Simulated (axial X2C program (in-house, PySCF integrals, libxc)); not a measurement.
Correcting the dissociation energy of LiTe for spin–orbit coupling

A spin-free CCSD(T) curve (one-electron X2C) was computed with an in-house all-electron X2C program for linear molecules (integrals from PySCF), basis Te dyall-cv3z [11s12p8d4f1g], Li dyall-cv3z [7s8p2d] (cores contracted in-house), for the state M_S = 1/2, Λ = 1 (beyond evenly filled blocks: π+α, π+β, π-α). It gives D0 = 2.446 eV to Te + Li, which in a spin-free picture are the weighted means of the ground terms.

Correlated methods: 7 electrons correlated (number of frozen shells: Te 4 s, 3 p, 2 d; Li 1 s), 221 virtual spin orbitals or spinors in MP2, 78 natural virtuals in coupled cluster.

Measured levels of the ground terms (NIST Handbook of Basic Atomic Spectroscopic Data), in cm⁻¹: Te 3P: J = 2 at 0, J = 0 at 4706.5, J = 1 at 4750.7; Li 2S: J = 1/2 at 0.

The two components of the molecular doublet are 2631 cm⁻¹ apart in the PBE0 2c search (Ω = 3/2 lower), so the lower one lies 1316 cm⁻¹ under their mean.

Question: How far does each ground level lie under the (2J+1)-weighted mean of its term?

Answer: Te: (5 × 0 + 1 × 4706.5 + 3 × 4750.7)/9 = 2107 cm⁻¹; Li: a single level, 0.

Question: Correct D0.

Answer: D0 = 2.446 + (1316 − 2107)/8065.5 = 2.348 eV at CCSD(T) with these spin–orbit terms. The direct two-component run gives 2.344 eV; the difference holds second-order terms in the molecule, scalar two-electron terms, the gap between measured and computed atomic splittings (a 2c atom can miss part of its lowering) and, in coupled cluster, the truncation of each run.

Second-order spin–orbit effects in the molecule, which grow quickly with Z, are left out. The state is one determinant whose occupation by symmetry is held fixed; it was picked as the lowest of a PBE0 search that is not exhaustive. De is counted from the lowest determinant-based energies of the atoms at the same level, without counterpoise correction. Coupled cluster ran in a truncated set of natural virtual spinors; the MP2 energy of the rest was added. (T) has no such correction and the atoms are truncated less, which lowers De at CCSD(T) by a hundredth of an eV or more. With the outer-core shells frozen, correlated bond lengths of heavy atoms tend to come out a few hundredths of an ångström too long.
